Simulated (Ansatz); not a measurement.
Breaking the Cd1–F2 bond in CdFI (SMILES [F][Cd][I]) (multiplicity 1 held, fragments rigid). Energies count from the point at 1.953 Å.
Geometry at that point (charge 0, multiplicity 1):
```csv
atom,x (Å),y (Å),z (Å)
Cd,0.0000,0.0000,-1.0853
F,0.0000,0.0000,-3.0387
I,0.0000,0.0000,1.4989
```

R- and RO- levels are restricted; in cc, def2 and unpolarised 6-31G sets they are followed outwards from rest. Active spaces are followed from a long bond inwards. Levels need not reach the same state.

Frozen-core correlation. Filled d and f shells under p-block atoms count as core.

Run with Ansatz (Gaussian basis) for Hartree–Fock, density functionals and correlated methods.  In def2 rows elements past Kr take small-core potentials, without spin–orbit coupling.

### Question
Predict the energy at R = 6.251 Å from R-MP2/def2-SVP.

### Answer
125.7 kcal/mol

### Question
Estimate the energy at R = 6.251 Å that FIC-MRCISD+Q on CASSCF(6,4)/def2-SVP returns for this input.

### Answer
94.8 kcal/mol

Doubts at one or more of the structures used: a restricted determinant that unrestricted orbitals would lower (R-MP2/def2-SVP); active orbitals that take no part (FIC-MRCISD+Q on CASSCF(6,4)/def2-SVP).

Ansatz is a quantum-chemistry and plane-wave program.
